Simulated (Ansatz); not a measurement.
The cluster Ga₃, relaxed as a quartet with UKS PBE-D4/def2-TZVP in Ansatz, starting from the PBE-D4/def2-TZVP geometry of the neutral doublet. Force threshold 0.02 eV/Å.

The structure comes from a short search, and lower isomers may exist.

Start:

```
atom    x (Å)    y (Å)    z (Å)
 Ga1  -0.2107   1.3189   0.5841
 Ga2   1.2761  -0.6813   0.1799
 Ga3  -1.0654  -0.6376  -0.7639
```

```tsv
step	energy (eV)	largest force component (eV/Å)	SCF passes
1	-157109.6161	1.074	44
2	-157109.8047	0.373	29
3	-157109.9061	0.187	25
4	-157109.9217	0.137	25
5	-157109.9296	0.080	22
6	-157109.9327	0.018	22
```

Force components are those of the run's own axes.

End:

```xyz
3

Ga   -0.1939    1.2140    0.5376
Ga    1.5988   -0.6350    0.3366
Ga   -1.4049   -0.5791   -0.8742
```

Bonds lost: Ga2–Ga3 (atoms count from 1).

No frequencies were taken in this run, so the end may be a saddle point.

It took 30 s on 2 threads of Intel Xeon Platinum 8375C on a shared host.
